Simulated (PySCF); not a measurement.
Computed Raman spectrum (relative Raman activity) of a molecule C2H4BNO. Geometry optimised at B3LYP-D3(BJ)/def2-SVP. One conformer was computed; it need not be the lowest. These are PySCF with B3LYP-D3(BJ)/def2-SVP values and carry that method's errors. No scaling factor is applied to the harmonic values.

| ν (cm⁻¹) | relative intensity |
|---|---|
| 713 | 2.8 |
| 943 | 4.2 |
| 1023 | 2.5 |
| 1318 | 5.1 |
| 1428 | 8.9 |
| 1432 | 6.7 |
| 1615 | 23 |
| 2464 | 3.7 |
| 2580 | 72 |
| 3014 | 100 |
| 3074 | 62 |
| 3131 | 39 |

Pick the molecule that these values belong to.
A) C#CB(N)O
B) OB1C=NC1
C) CB1N=CO1
D) CBN=C=O

D, CBN=C=O
